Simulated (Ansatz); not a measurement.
Molecule: CH2BF3O2, net charge 0, singlet state. SMILES: OB(O)C(F)(F)F
Geometry from a B3LYP-D3(BJ)/def2-TZVP (Ansatz, a program for electronic structure) optimisation:
```
B
O 1 1.3477
H 2 0.9645 1 113.90
O 1 1.3540 2 122.50 3 0.00
H 4 0.9637 1 114.23 2 -180.00
C 1 1.6186 2 117.04 3 180.00
F 6 1.3500 1 112.65 2 -60.75
F 6 1.3500 7 107.26 1 -124.51
F 6 1.3669 7 106.48 8 -113.69
```
Charge 0, spin multiplicity 1.

Atomisation energy built up term by term with Ansatz (kcal/mol; UHF references for open shells; valence terms freeze the core; atomic spin-orbit terms are left out). Basis-set limits of correlation are two-point, X^-3; Hartree-Fock from the larger set.

| term | basis | kcal/mol |
|---|---|---|
| Hartree-Fock | aug-cc-pVQZ | ___ |
| CCSD correlation | CBS(aug-cc-pVTZ,aug-cc-pVQZ) | ___ |
| (T) | CBS(aug-cc-pVTZ,aug-cc-pVQZ) | 21.95 |
| core correlation | cc-pwCVTZ | 3.39 |
| scalar relativity (X2C) | cc-pVTZ-DK against cc-pVTZ | -1.30 |
| sum: De |  | ___ |

Problem. Complete the blanks.

Solution. 
- Hartree-Fock, kcal/mol: 643.76
- CCSD correlation, kcal/mol: 263.31
- sum: De, kcal/mol: 931.1
